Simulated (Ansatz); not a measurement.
`OBS[SiH3]` + `S[CH2][GeH3]` → `[SiH3]S[CH2][GeH3]` + `OBS`  (ligand exchange at the Si–S bond)

Program: Ansatz. Geometries: PBE0-D4/def2-TZVP. ΔE: electronic, gas phase. CCSD(T)/CBS is the MP2 limit (def2-TZVPP, def2-QZVPP) plus CCSD(T) − MP2 in def2-TZVPP, frozen cores. Functionals use def2-TZVPP. For Ge outer-core shells are correlated without core-valence functions, which leaves a few kJ/mol of doubt a bond. Scalar relativity is left out up to krypton. Each species was taken in one conformer, which may not be the lowest.

| level | ΔE (eV) |
| --- | --- |
| BLYP-D4 | -0.05 |
| ωB97M-V | -0.05 |
| BLYP | -0.05 |
| PBE0 | -0.04 |
| r2SCANh | -0.05 |
| r2SCAN0 | -0.05 |
| CCSD(T)/def2-SVP | -0.07 |
| SCS-MP2/def2-TZVPP | -0.07 |

What does CCSD(T)/CBS give? (Best estimate.)

Computed: -0.05 eV. The listed levels differ from it by 0.00, 0.00, 0.00, 0.01, 0.00, 0.00, -0.02, -0.02 eV.

Largest T1 diagnostic among the species: 0.014.

In def2-TZVPP, CCSD(T) changes the Hartree–Fock value by +0.04 eV (the triples alone add +0.01 eV) and MP2 by +0.03 eV. Leaving LDA and LC-ωPBE aside and taking each functional with its dispersion term where it has one, the values, not all of them listed here, spread over 0.03 eV, from BHLYP-D4 to PBE-D4. LDA lies +0.04 eV from PBE without D4.
